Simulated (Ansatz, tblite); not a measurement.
Removing and adding an electron: `C[Si](C)(C)C#Cc1ccc(-c2ccc(-c3ccc(-c4ccc(C#C[Si](C)(C)C)cc4)cc3)cc2)cc1`. Total charge 0; singlet. Geometry: PBE-D4/def2-SVP. Ansatz, gas phase; energy differences of separate SCF runs; the oxidised species was run as a doublet alone; the reduced species was run as a doublet alone.

Cartesian coordinates in Å:
```
C 11.227 -5.923 3.550
Si 10.287 -6.700 2.104
C 11.350 -6.677 0.540
C 9.772 -8.469 2.529
C 8.762 -5.706 1.792
C 7.741 -5.040 1.583
C 6.564 -4.274 1.343
C 6.611 -3.090 0.562
C 5.455 -2.343 0.329
C 4.203 -2.736 0.860
C 2.980 -1.940 0.610
C 1.936 -1.876 1.561
C 0.782 -1.125 1.325
C 0.612 -0.398 0.125
C -0.611 0.399 -0.126
C -0.569 1.593 -0.882
C -1.723 2.344 -1.117
C -2.980 1.941 -0.610
C -4.203 2.737 -0.860
C -5.468 2.116 -0.987
C -6.624 2.862 -1.223
C -6.564 4.274 -1.343
C -7.741 5.040 -1.583
C -8.762 5.705 -1.792
Si -10.288 6.698 -2.104
C -10.202 8.273 -1.061
C -10.360 7.131 -3.943
C -11.790 5.660 -1.612
C -5.298 4.901 -1.217
C -4.148 4.146 -0.982
C -3.022 0.746 0.146
C -1.868 -0.004 0.383
C 1.655 -0.461 -0.827
C 2.809 -1.212 -0.591
C 4.162 -3.917 1.638
C 5.312 -4.672 1.877
H 12.153 -6.495 3.767
H 11.515 -4.877 3.319
H 10.605 -5.911 4.467
H 11.638 -5.640 0.272
H 10.801 -7.112 -0.319
H 12.279 -7.265 0.690
H 9.203 -8.928 1.696
H 9.131 -8.489 3.433
H 10.664 -9.100 2.725
H 7.576 -2.761 0.148
H 5.528 -1.415 -0.257
H 2.049 -2.396 2.525
H 0.010 -1.069 2.107
H 0.393 1.948 -1.280
H -1.652 3.259 -1.726
H -5.542 1.020 -0.927
H -7.596 2.359 -1.329
H -11.104 8.900 -1.223
H -9.311 8.877 -1.327
H -10.140 8.031 0.019
H -9.472 7.721 -4.247
H -11.267 7.730 -4.169
H -10.389 6.214 -4.566
H -11.747 5.384 -0.539
H -11.835 4.724 -2.204
H -12.730 6.224 -1.786
H -5.234 5.996 -1.296
H -3.184 4.663 -0.859
H -3.978 0.408 0.573
H -1.944 -0.937 0.961
H 1.543 0.060 -1.790
H 3.581 -1.268 -1.374
H 3.200 -4.267 2.042
H 5.256 -5.592 2.476
```

The xTB rows come from tblite. Single mean-field runs in def2-SVP are fitted with def2-universal-jkfit.

```tsv
level	−HOMO (eV)	vertical IE (eV)	−LUMO (eV)	vertical EA (eV)	HOMO–LUMO gap (eV)	IE − EA (eV)	remarks
GFN1-xTB	10.99	12.24	8.46	7.09	2.53	5.15	–
GFN2-xTB	9.94	11.24	7.38	5.97	2.56	5.27	–
PBE-D4/def2-SVP	5.17	6.55	2.55	1.25	2.62	5.30	HOMO above zero (-1 doublet)
PBE0-D4/def2-SVP	6.01	6.99	1.91	1.02	4.10	5.97	–
```

   A HOMO above zero means that the electron is unbound at that level or that self-interaction error raises the level; the energy of removing that electron tells which. Raw xTB energy differences between charge states are shifted by several eV; the methods need an empirical correction for them. Sets without diffuse functions give affinities that are too small.
